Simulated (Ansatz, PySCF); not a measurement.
Species: CH₆GeO₃, net charge -1, doublet state. 
Coordinates optimised at B3LYP-D3(BJ)/def2-TZVP (Ansatz, a program for electronic structure):
```xyz
11

C      2.0962    -0.1610    -0.4071
Ge     0.1078    -0.0590     0.2253
O     -0.4886    -1.2627    -1.0509
O     -0.1487     1.6467    -0.4514
O     -1.7595     0.0021     0.9872
H      2.0957     0.0596    -1.4776
H      2.6901     0.5784     0.1321
H      2.4866    -1.1637    -0.2269
H     -1.4225    -1.3547    -0.8289
H     -1.0482     1.8489    -0.1688
H     -1.6549    -0.2028     1.9224
```
Charge -1, spin multiplicity 2.

Total electronic energies in hartree. Cores are frozen in the correlated levels unless marked. Open shells are spin-unrestricted. Spin-orbit coupling is left out. Frozen are the shells of the preceding noble gas and the d and f shells that filled before the atom's block. Non-relativistic. 

```json
[
 {"level": "HF/6-31G*", "program": "Ansatz", "energy (Eh)": "-2341.03060"},
 {"level": "HF-D4/def2-TZVPD", "program": "PySCF + dftd4", "energy (Eh)": "-2341.51375"},
 {"level": "revPBE-D3(BJ)/def2-TZVPD", "program": "Ansatz + dftd3", "energy (Eh)": "-2344.37128"},
 {"level": "revPBE/def2-TZVPD", "program": "Ansatz", "energy (Eh)": "-2344.35366"},
 {"level": "B97M-V/def2-TZVPD", "program": "Ansatz", "energy (Eh)": "-2344.13715"},
 {"level": "CAM-B3LYP-D3(BJ)/def2-TZVPD", "program": "Ansatz + dftd3", "energy (Eh)": "-2344.63157"},
 {"level": "RI-MP2/cc-pVQZ", "program": "Ansatz", "energy (Eh)": "-2342.66924"},
 {"level": "CCSD/STO-3G", "program": "Ansatz", "energy (Eh)": "-2314.22747"}
]
```

Totals of different functionals don't rank their quality; only differences between species are comparable.
